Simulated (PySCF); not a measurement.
## How a change of structure moves an absorption spectrum

Computed, not measured: TDDFT CAM-B3LYP/def2-SVPD, vertical, gas phase, core orbitals frozen in the response (PySCF). Geometries: GFN2-xTB; one conformer of each isolated species. Triplets are in the Tamm–Dancoff approximation. 'Strongest' means the level of largest summed f among the lowest 8 singlets; it needn't be the same kind of state in each.

Parent: `FP(F)P`, with lowest singlet excitation energy 5.02 eV, HOMO energy -8.75 eV, mean static polarisability 53.7 au, HOMO–LUMO gap 8.86 eV, S1–T1 gap 0.90 eV, oscillator strength of the strongest level 0.33. Its spectrum: 247 nm (f 0.014); 201 nm (f 0.325); 185 nm (f 0.040); 183 nm (f 0.006); 172 nm (f 0.001).

Shifts from the parent:

| change | SMILES | Δ S1 (eV) | Δ HOMO (eV) | Δ α (au) | Δ gap (eV) | Δ S1−T1 (eV) | Δ f (strongest) |
| --- | --- | --- | --- | --- | --- | --- | --- |
| PH2 replaced by SiMe3 | C[Si](C)(C)P(F)F | -0.63 | +0.57 | +36.0 | -0.51 | -0.08 | -0.11 |
| PH2 replaced by SiH3 | FP(F)[SiH3] | -0.39 | -0.02 | +1.9 | -0.20 | -0.01 | -0.14 |

Q: Predict the same shifts for this change: PH2 replaced by F (`FP(F)F`).

A: Δ lowest singlet excitation energy +3.08 eV, Δ HOMO energy -2.60 eV, Δ mean static polarisability -27.9 au, Δ HOMO–LUMO gap +2.69 eV, Δ S1–T1 gap +1.29 eV, Δ oscillator strength of the strongest level +0.02. Spectrum: 8.11 eV (f 0.349 summed over 2 states); 10.15 eV (f 0.077 summed over 2 states); 10.23 eV (f 0.000); 10.24 eV (f 0.074); 10.28 eV (f 0.001 summed over 2 states). S1 falls most with PH2 replaced by SiMe3 (-0.63 eV), and it rises most with PH2 replaced by F (+3.08 eV). S1 is simply the lowest singlet of each species and needn't be the same kind of state throughout.

Lowest levels of each derivative:
- `C[Si](C)(C)P(F)F`: 4.39 eV (f 0.002); 5.49 eV (f 0.092); 6.83 eV (f 0.042)
- `FP(F)[SiH3]`: 4.64 eV (f 0.004); 5.64 eV (f 0.103); 6.76 eV (f 0.169)
- `FP(F)F`: 8.11 eV (f 0.349 summed over 2 states); 10.15 eV (f 0.077 summed over 2 states); 10.23 eV (f 0.000)
